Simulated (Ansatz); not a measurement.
Z-matrix (Å, degrees):
```
Si
C 1 1.850
O 1 1.654 2 105.4
N 1 1.704 2 108.7 3 -124.2
H 1 1.483 2 113.6 3 117.0
C 2 1.330 1 123.2 3 0.1
H 2 1.089 1 118.4 3 180.0
Si 3 1.613 1 142.4 2 176.3
H 4 1.007 1 121.0 2 42.3
H 4 1.007 1 120.5 2 -168.9
H 6 1.087 2 122.3 1 179.8
H 6 1.086 2 121.3 1 -0.3
N 8 1.695 3 108.6 1 138.2
Cl 8 2.079 3 107.0 1 14.7
H 8 1.475 3 113.4 1 -100.8
H 13 1.007 8 119.8 3 167.5
H 13 1.008 8 120.5 3 -46.7
```

Total charge 0; spin multiplicity 1.

Q: List the ωB97M-V/def2-TZVPP orbital energies in eV (Ansatz). (Estimate.)

A: Ansatz gave: Occupied: -2771.50, -1808.26, -1807.30, -526.02, -394.32, -393.98, -281.62, -281.12, -261.92, -199.37, -199.27, -199.27, -149.12, -148.24, -103.28, -103.24, -103.21, -102.39, -102.35, -102.34, -30.70, -26.82, -26.41, -25.37, -24.09, -19.30, -18.39, -16.86, -16.48, -16.30, -15.54, -14.97, -14.60, -14.24, -13.62, -13.18, -12.41, -11.81, -11.42, -11.24, -10.89, -10.29, -10.27, -10.07. Lowest empty: 1.58, 2.18, 2.78, 2.85, 3.45, 3.60, 3.77, 4.02.
